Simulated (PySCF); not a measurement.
## Partial charges of `[BH3-][N+]#CC[S@](C)=O`

Compound: C3H8BNOS.
Structure used (PBE0-D3(BJ)/def2-SVP), in Å, numbered top down from 1:
```xyz
15
C3H8BNOS angstrom
B      2.9116   -0.5744   -0.1094
N      1.5984    0.1921   -0.2228
C      0.5893    0.7454   -0.2962
C     -0.7211    1.3306   -0.2884
S     -1.7863    0.7746    1.1629
C     -1.7543   -0.9919    0.7644
O     -3.1456    1.2721    0.8003
H      3.6371    0.0909    0.6148
H      3.3403   -0.6867   -1.2496
H      2.6046   -1.6542    0.3850
H     -0.6798    2.4264   -0.1958
H     -1.2992    1.0678   -1.1886
H     -0.7375   -1.3982    0.8719
H     -2.1504   -1.1345   -0.2511
H     -2.4258   -1.4670    1.4926
```

Density: PBE0/pcSseg-1 (PySCF); schemes: Mulliken, IAO, Hirshfeld and ESP-fitted. Isolated species at its PBE0-D3(BJ)/def2-SVP geometry (one conformer only).

Question: Which atoms carry the lowest charge in the Mulliken, IAO, Hirshfeld and ESP-fitted schemes?

Answer: The schemes don't all agree: Mulliken O7 (-0.598); IAO O7 (-0.861); Hirshfeld O7 (-0.349); ESP-fitted C4 (-0.572).

Question: For which atoms does the sign change between the 4 schemes (beyond +0.03 e in one, beyond −0.03 e in another)?

Answer: N2. Atomic charges aren't observables, and each scheme defines them in its own way.

Question: Tabulate the Mulliken, IAO, Hirshfeld and ESP-fitted charges.

Answer: In e:

```json
{"atom": "B1", "environment": "four-coordinate boron", "Mulliken": "-0.096", "IAO": "-0.406", "Hirshfeld": "-0.091", "ESP-fitted": "-0.172"}
{"atom": "N2", "environment": "nitrogen bonded to B and C", "Mulliken": "-0.279", "IAO": "+0.042", "Hirshfeld": "+0.007", "ESP-fitted": "-0.020"}
{"atom": "C3", "environment": "triply bonded carbon", "Mulliken": "+0.258", "IAO": "+0.182", "Hirshfeld": "+0.148", "ESP-fitted": "+0.314"}
{"atom": "C4", "environment": "sp3 carbon bound to sulfur", "Mulliken": "-0.326", "IAO": "-0.445", "Hirshfeld": "-0.056", "ESP-fitted": "-0.572"}
{"atom": "S5", "environment": "sulfinyl sulfur", "Mulliken": "+0.637", "IAO": "+1.106", "Hirshfeld": "+0.367", "ESP-fitted": "+0.413"}
{"atom": "C6", "environment": "S-methyl carbon", "Mulliken": "-0.433", "IAO": "-0.579", "Hirshfeld": "-0.120", "ESP-fitted": "-0.505"}
{"atom": "O7", "environment": "sulfinyl oxygen", "Mulliken": "-0.598", "IAO": "-0.861", "Hirshfeld": "-0.349", "ESP-fitted": "-0.428"}
{"atom": "H8", "environment": "B–H hydrogen", "Mulliken": "-0.040", "IAO": "+0.010", "Hirshfeld": "-0.084", "ESP-fitted": "-0.061"}
{"atom": "H9", "environment": "B–H hydrogen", "Mulliken": "-0.039", "IAO": "+0.012", "Hirshfeld": "-0.082", "ESP-fitted": "-0.067"}
{"atom": "H10", "environment": "B–H hydrogen", "Mulliken": "-0.055", "IAO": "+0.005", "Hirshfeld": "-0.086", "ESP-fitted": "-0.064"}
{"atom": "H11", "environment": "methylene hydrogen", "Mulliken": "+0.223", "IAO": "+0.209", "Hirshfeld": "+0.082", "ESP-fitted": "+0.281"}
{"atom": "H12", "environment": "methylene hydrogen", "Mulliken": "+0.214", "IAO": "+0.200", "Hirshfeld": "+0.078", "ESP-fitted": "+0.273"}
{"atom": "H13", "environment": "methyl hydrogen", "Mulliken": "+0.185", "IAO": "+0.176", "Hirshfeld": "+0.060", "ESP-fitted": "+0.184"}
{"atom": "H14", "environment": "methyl hydrogen", "Mulliken": "+0.166", "IAO": "+0.165", "Hirshfeld": "+0.059", "ESP-fitted": "+0.200"}
{"atom": "H15", "environment": "methyl hydrogen", "Mulliken": "+0.183", "IAO": "+0.183", "Hirshfeld": "+0.067", "ESP-fitted": "+0.224"}
```

Mean size of the charges over all atoms: IAO 0.305 e, ESP-fitted 0.252 e, Mulliken 0.249 e, Hirshfeld 0.116 e. Each set sums to the total charge, 0, to within 0.001 e. The Hirshfeld scheme weights the molecular density at each point by an atom's share of the summed free-atom densities.

Question: How closely do the schemes follow one another over all atoms?

Answer: Correlation coefficient and root-mean-square difference: Mulliken with IAO 0.93, 0.190 e; IAO with Hirshfeld 0.93, 0.302 e; Mulliken with ESP-fitted 0.92, 0.124 e; Mulliken with Hirshfeld 0.91, 0.180 e; IAO with ESP-fitted 0.87, 0.230 e; Hirshfeld with ESP-fitted 0.81, 0.199 e.

Question: How many electrons does the Mulliken scheme count on C6?

Answer: Z − q = 6 − (-0.433) = 6.433.

Question: Sum the charges by element, for elements with more than one atom.

Answer: 
```tsv
element	atoms	Mulliken	IAO	Hirshfeld	ESP-fitted
C	3	-0.501	-0.841	-0.028	-0.763
H	8	+0.837	+0.959	+0.095	+0.970
```

These values come from a run that also computed NMR shieldings. The run took 40 s of wall time on Arm Neoverse N1, one thread, no GPU, shared host with 64 logical CPUs at a one-minute load of 61, and the process peaked at 0.79 GiB of memory.
